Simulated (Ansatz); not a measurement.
Ansatz (a quantum-chemistry and plane-wave program) input (HF/3-21G): The .json file is the Basis Set Exchange's 3-21G.

Ansatz 0.2 input:
```yaml
crystal:
  periodic: [false, false, false]
  atoms:
    - {symbol: Cl, position_ang: [-0.22215578, 0.89601631, -1.59852555]}
    - {symbol: C, position_ang: [-0.29640266, 0.03906857, 0.06359095]}
    - {symbol: Cl, position_ang: [-2.04962631, 0.14450300, 0.67839098]}
    - {symbol: C, position_ang: [0.74637667, 0.67940471, 1.00168128]}
    - {symbol: Si, position_ang: [1.97525068, -0.72465116, 0.45806018]}
    - {symbol: C, position_ang: [0.23766960, -1.39891989, -0.09257744]}
    - {symbol: H, position_ang: [0.44248938, 0.53409095, 2.03144519]}
    - {symbol: H, position_ang: [0.93269826, 1.72374380, 0.81806937]}
    - {symbol: H, position_ang: [2.66440663, -1.46469817, 1.54325092]}
    - {symbol: H, position_ang: [2.92526941, -0.38731509, -0.62429363]}
    - {symbol: H, position_ang: [-0.18428311, -2.02659039, 0.68322082]}
    - {symbol: H, position_ang: [0.06034380, -1.84026357, -1.05841620]}
basis:
  gaussian:
    orbitals: 3-21G.json
hamiltonian:
  xc: {name: HF}
phonons: {temperatures: {t_min: 298.15, t_max: 298.15, t_step: 100}}
```

Output:

```
Functional definition: HF
integrals: 0.03 GiB planned
1027 factors; integrals over basis functions are off by at most 5.1e-4 eV
mean field: 0.31 GiB planned
mean field evaluation 1: about -35872.7329 eV, gradient 2.9e1 eV
mean field evaluation 2: about -35873.1121 eV, gradient 2.9e1 eV
mean field evaluation 4: about -35875.9196 eV, gradient 2.7e0 eV
mean field evaluation 8: about -35875.9605 eV, gradient 3.9e-4 eV
mean field -35875.96049303 eV, -1318.4172305195 hartree, gradient 1.4e-5 eV, S^2 0.000000; 0 other end points of the search recorded, 0 dependent functions left out
the calculation of the forces begins
reference -35875.96049303 eV, -1318.4172305195 hartree; 36, 36 occupied and 42, 42 virtual orbitals, 1027 factors
these checks for a lower state are left out or cut short: stability, starts, cluster_reference, orbital_swaps, neighbouring_geometries, increment
integrals: 0.03 GiB planned
1027 factors; integrals over basis functions are off by at most 5.1e-4 eV
mean field: 0.31 GiB planned
mean field evaluation 16: about -35875.9604 eV, gradient 1.9e-3 eV
mean field -35875.96043400 eV, -1318.4172283501 hartree, gradient 2.9e-6 eV, S^2 0.000000; 0 other end points of the search recorded, 0 dependent functions left out
the calculation of the forces begins
reference -35875.96043400 eV, -1318.4172283501 hartree; 36, 36 occupied and 42, 42 virtual orbitals, 1027 factors
these checks for a lower state are left out or cut short: stability, starts, cluster_reference, orbital_swaps, neighbouring_geometries, increment
integrals: 0.03 GiB planned
1027 factors; integrals over basis functions are off by at most 5.1e-4 eV
mean field: 0.31 GiB planned
mean field evaluation 32: about -35875.9604 eV, gradient 2.9e-6 eV
mean field -35875.96043806 eV, -1318.4172284993 hartree, gradient 2.9e-6 eV, S^2 0.000000; 0 other end points of the search recorded, 0 dependent functions left out
the calculation of the forces begins
reference -35875.96043806 eV, -1318.4172284993 hartree; 36, 36 occupied and 42, 42 virtual orbitals, 1027 factors
these checks for a lower state are left out or cut short: stability, starts, cluster_reference, orbital_swaps, neighbouring_geometries, increment
integrals: 0.03 GiB planned
1027 factors; integrals over basis functions are off by at most 5.1e-4 eV
mean field: 0.31 GiB planned
mean field -35875.96048247 eV, -1318.4172301315 hartree, gradient 2.9e-6 eV, S^2 0.000000; 0 other end points of the search recorded, 0 dependent functions left out
the calculation of the forces begins
reference -35875.96048247 eV, -1318.4172301315 hartree; 36, 36 occupied and 42, 42 virtual orbitals, 1027 factors
these checks for a lower state are left out or cut short: stability, starts, cluster_reference, orbital_swaps, neighbouring_geometries, increment
integrals: 0.03 GiB planned
1027 factors; integrals over basis functions are off by at most 5.1e-4 eV
mean field: 0.31 GiB planned
mean field -35875.96048231 eV, -1318.4172301254 hartree, gradient 2.9e-6 eV, S^2 0.000000; 0 other end points of the search recorded, 0 dependent functions left out
the calculation of the forces begins
reference -35875.96048231 eV, -1318.4172301254 hartree; 36, 36 occupied and 42, 42 virtual orbitals, 1027 factors
these checks for a lower state are left out or cut short: stability, starts, cluster_reference, orbital_swaps, neighbouring_geometries, increment
integrals: 0.03 GiB planned
1027 factors; integrals over basis functions are off by at most 5.1e-4 eV
mean field: 0.31 GiB planned
mean field -35875.96039360 eV, -1318.4172268656 hartree, gradient 2.9e-6 eV, S^2 0.000000; 0 other end points of the search recorded, 0 dependent functions left out
the calculation of the forces begins
reference -35875.96039360 eV, -1318.4172268656 hartree; 36, 36 occupied and 42, 42 virtual orbitals, 1027 factors
these checks for a lower state are left out or cut short: stability, starts, cluster_reference, orbital_swaps, neighbouring_geometries, increment
integrals: 0.03 GiB planned
1027 factors; integrals over basis functions are off by at most 5.1e-4 eV
mean field: 0.31 GiB planned
mean field evaluation 64: about -35875.9604 eV, gradient 1.9e-3 eV
mean field -35875.96038588 eV, -1318.4172265818 hartree, gradient 2.9e-6 eV, S^2 0.000000; 0 other end points of the search recorded, 0 dependent functions left out
the calculation of the forces begins
reference -35875.96038588 eV, -1318.4172265818 hartree; 36, 36 occupied and 42, 42 virtual orbitals, 1027 factors
these checks for a lower state are left out or cut short: stability, starts, cluster_reference, orbital_swaps, neighbouring_geometries, increment
integrals: 0.03 GiB planned
1027 factors; integrals over basis functions are off by at most 5.1e-4 eV
mean field: 0.31 GiB planned
[...]
1027 factors; integrals over basis functions are off by at most 5.1e-4 eV
mean field: 0.31 GiB planned
mean field -35875.96038166 eV, -1318.4172264265 hartree, gradient 2.9e-6 eV, S^2 0.000000; 0 other end points of the search recorded, 0 dependent functions left out
the calculation of the forces begins
reference -35875.96038166 eV, -1318.4172264265 hartree; 36, 36 occupied and 42, 42 virtual orbitals, 1027 factors
these checks for a lower state are left out or cut short: stability, starts, cluster_reference, orbital_swaps, neighbouring_geometries, increment
integrals: 0.03 GiB planned
1027 factors; integrals over basis functions are off by at most 5.1e-4 eV
mean field: 0.31 GiB planned
mean field -35875.96037929 eV, -1318.4172263394 hartree, gradient 2.9e-6 eV, S^2 0.000000; 0 other end points of the search recorded, 0 dependent functions left out
the calculation of the forces begins
reference -35875.96037929 eV, -1318.4172263394 hartree; 36, 36 occupied and 42, 42 virtual orbitals, 1027 factors
these checks for a lower state are left out or cut short: stability, starts, cluster_reference, orbital_swaps, neighbouring_geometries, increment
integrals: 0.03 GiB planned
1027 factors; integrals over basis functions are off by at most 5.1e-4 eV
mean field: 0.31 GiB planned
mean field -35875.96047125 eV, -1318.4172297190 hartree, gradient 2.9e-6 eV, S^2 0.000000; 0 other end points of the search recorded, 0 dependent functions left out
the calculation of the forces begins
reference -35875.96047125 eV, -1318.4172297190 hartree; 36, 36 occupied and 42, 42 virtual orbitals, 1027 factors
these checks for a lower state are left out or cut short: stability, starts, cluster_reference, orbital_swaps, neighbouring_geometries, increment
integrals: 0.03 GiB planned
1027 factors; integrals over basis functions are off by at most 5.1e-4 eV
mean field: 0.31 GiB planned
mean field evaluation 320: about -35875.9575 eV, gradient 9.5e-1 eV
mean field -35875.96047272 eV, -1318.4172297731 hartree, gradient 2.9e-6 eV, S^2 0.000000; 0 other end points of the search recorded, 0 dependent functions left out
the calculation of the forces begins
reference -35875.96047272 eV, -1318.4172297731 hartree; 36, 36 occupied and 42, 42 virtual orbitals, 1027 factors
these checks for a lower state are left out or cut short: stability, starts, cluster_reference, orbital_swaps, neighbouring_geometries, increment
integrals: 0.03 GiB planned
1027 factors; integrals over basis functions are off by at most 5.1e-4 eV
mean field: 0.31 GiB planned
mean field -35875.96044879 eV, -1318.4172288936 hartree, gradient 2.9e-6 eV, S^2 0.000000; 0 other end points of the search recorded, 0 dependent functions left out
the calculation of the forces begins
reference -35875.96044879 eV, -1318.4172288936 hartree; 36, 36 occupied and 42, 42 virtual orbitals, 1027 factors
these checks for a lower state are left out or cut short: stability, starts, cluster_reference, orbital_swaps, neighbouring_geometries, increment
integrals: 0.03 GiB planned
1027 factors; integrals over basis functions are off by at most 5.1e-4 eV
mean field: 0.31 GiB planned
mean field -35875.96044181 eV, -1318.4172286372 hartree, gradient 2.9e-6 eV, S^2 0.000000; 0 other end points of the search recorded, 0 dependent functions left out
the calculation of the forces begins
reference -35875.96044181 eV, -1318.4172286372 hartree; 36, 36 occupied and 42, 42 virtual orbitals, 1027 factors
these checks for a lower state are left out or cut short: stability, starts, cluster_reference, orbital_swaps, neighbouring_geometries, increment
integrals: 0.03 GiB planned
1027 factors; integrals over basis functions are off by at most 5.1e-4 eV
mean field: 0.31 GiB planned
mean field evaluation 352: about -35875.9605 eV, gradient 1.1e-6 eV
mean field -35875.96047934 eV, -1318.4172300164 hartree, gradient 2.9e-6 eV, S^2 0.000000; 0 other end points of the search recorded, 0 dependent functions left out
the calculation of the forces begins
reference -35875.96047934 eV, -1318.4172300164 hartree; 36, 36 occupied and 42, 42 virtual orbitals, 1027 factors
these checks for a lower state are left out or cut short: stability, starts, cluster_reference, orbital_swaps, neighbouring_geometries, increment
integrals: 0.03 GiB planned
1027 factors; integrals over basis functions are off by at most 5.1e-4 eV
mean field: 0.31 GiB planned
mean field -35875.96048168 eV, -1318.4172301023 hartree, gradient 2.9e-6 eV, S^2 0.000000; 0 other end points of the search recorded, 0 dependent functions left out
the calculation of the forces begins
reference -35875.96048168 eV, -1318.4172301023 hartree; 36, 36 occupied and 42, 42 virtual orbitals, 1027 factors
these checks for a lower state are left out or cut short: stability, starts, cluster_reference, orbital_swaps, neighbouring_geometries, increment
integrals: 0.03 GiB planned
1027 factors; integrals over basis functions are off by at most 5.1e-4 eV
mean field: 0.31 GiB planned
mean field -35875.96045452 eV, -1318.4172291042 hartree, gradient 2.9e-6 eV, S^2 0.000000; 0 other end points of the search recorded, 0 dependent functions left out
the calculation of the forces begins
reference -35875.96045452 eV, -1318.4172291042 hartree; 36, 36 occupied and 42, 42 virtual orbitals, 1027 factors
these checks for a lower state are left out or cut short: stability, starts, cluster_reference, orbital_swaps, neighbouring_geometries, increment
integrals: 0.03 GiB planned
1027 factors; integrals over basis functions are off by at most 5.1e-4 eV
mean field: 0.31 GiB planned
mean field evaluation 384: about -35875.9605 eV, gradient 2.9e-6 eV
mean field -35875.96045569 eV, -1318.4172291472 hartree, gradient 2.9e-6 eV, S^2 0.000000; 0 other end points of the search recorded, 0 dependent functions left out
the calculation of the forces begins
reference -35875.96045569 eV, -1318.4172291472 hartree; 36, 36 occupied and 42, 42 virtual orbitals, 1027 factors
these checks for a lower state are left out or cut short: stability, starts, cluster_reference, orbital_swaps, neighbouring_geometries, increment
integrals: 0.03 GiB planned
1027 factors; integrals over basis functions are off by at most 5.1e-4 eV
mean field: 0.31 GiB planned
mean field -35875.96047450 eV, -1318.4172298385 hartree, gradient 2.9e-6 eV, S^2 0.000000; 0 other end points of the search recorded, 0 dependent functions left out
the calculation of the forces begins
reference -35875.96047450 eV, -1318.4172298385 hartree; 36, 36 occupied and 42, 42 virtual orbitals, 1027 factors
these checks for a lower state are left out or cut short: stability, starts, cluster_reference, orbital_swaps, neighbouring_geometries, increment
integrals: 0.03 GiB planned
1027 factors; integrals over basis functions are off by at most 5.1e-4 eV
mean field: 0.31 GiB planned
mean field -35875.96047560 eV, -1318.4172298789 hartree, gradient 2.9e-6 eV, S^2 0.000000; 0 other end points of the search recorded, 0 dependent functions left out
the calculation of the forces begins
reference -35875.96047560 eV, -1318.4172298789 hartree; 36, 36 occupied and 42, 42 virtual orbitals, 1027 factors
Total energy: -35875.96049303 eV, -1318.4172305195 hartree
Atom 0 at    -0.222156     0.896016    -1.598526 Å, force     0.000048    -0.000427     0.000788 eV/Å
Atom 1 at    -0.296403     0.039069     0.063591 Å, force    -0.002833     0.001295    -0.001143 eV/Å
Atom 2 at    -2.049626     0.144503     0.678391 Å, force     0.000773    -0.000086    -0.000196 eV/Å
Atom 3 at     0.746377     0.679405     1.001681 Å, force    -0.000139    -0.001022     0.000162 eV/Å
Atom 4 at     1.975251    -0.724651     0.458060 Å, force     0.001856    -0.001073     0.001176 eV/Å
Atom 5 at     0.237670    -1.398920    -0.092577 Å, force     0.000216     0.000430     0.000926 eV/Å
Atom 6 at     0.442489     0.534091     2.031445 Å, force     0.000172     0.000214     0.000143 eV/Å
Atom 7 at     0.932698     1.723744     0.818069 Å, force     0.000437     0.000265    -0.000309 eV/Å
Atom 8 at     2.664407    -1.464698     1.543251 Å, force    -0.000640     0.000798    -0.001219 eV/Å
Atom 9 at     2.925269    -0.387315    -0.624294 Å, force    -0.000301    -0.000065     0.000264 eV/Å
Atom 10 at    -0.184283    -2.026590     0.683221 Å, force     0.000051    -0.000281    -0.000118 eV/Å
Atom 11 at     0.060344    -1.840264    -1.058416 Å, force     0.000360    -0.000048    -0.000474 eV/Å
Dipole moment:     0.644556    -0.338222     0.342739 e Å
Vibrations: 108.70 243.02 258.48 359.58 379.46 393.45 500.61 551.69 622.44 678.17 697.92 827.77 848.23 857.65 952.36 1001.67 1038.14 1097.61 1214.50 1305.27 1317.40 1331.37 1589.17 1604.63 2296.84 2321.64 3250.44 3254.40 3345.20 3345.42 cm⁻¹, zero-point energy 2.330484 eV
```

The blocks after the first are displaced geometries, from whose forces the wavenumbers follow.
